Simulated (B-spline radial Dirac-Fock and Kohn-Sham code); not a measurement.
# X-ray form factors of molybdenum in several charge states

The computed values come from a radial atomic solver: configuration-average Dirac-Fock orbitals.

Configurations: Mo¹⁶⁺ [Ar] 3d8; Mo¹⁹⁺ [Ar] 3d5; Mo²¹⁺ [Ar] 3d3; Mo²²⁺ [Ar] 3d2; Mo²⁴⁺ [Ne] 3s2 3p6. The first column is f₀ of Mo¹⁶⁺, the others are differences from it.

```csv
s (Å⁻¹),Mo¹⁶⁺,Δ Mo¹⁹⁺,Δ Mo²¹⁺,Δ Mo²²⁺,Δ Mo²⁴⁺
0,26.000,-3.000,-5.000,-6.000,-8.000
0.1,25.766,-2.946,-4.916,-5.902,-7.877
0.2,25.082,-2.790,-4.672,-5.618,-7.519
0.3,23.999,-2.549,-4.292,-5.174,-6.959
0.4,22.598,-2.246,-3.812,-4.613,-6.246
0.5,20.971,-1.909,-3.274,-3.981,-5.439
0.7,17.435,-1.235,-2.182,-2.689,-3.767
0.9,14.073,-0.683,-1.263,-1.589,-2.310
1.1,11.295,-0.313,-0.621,-0.807,-1.240
1.4,8.432,-0.041,-0.120,-0.178,-0.333
```
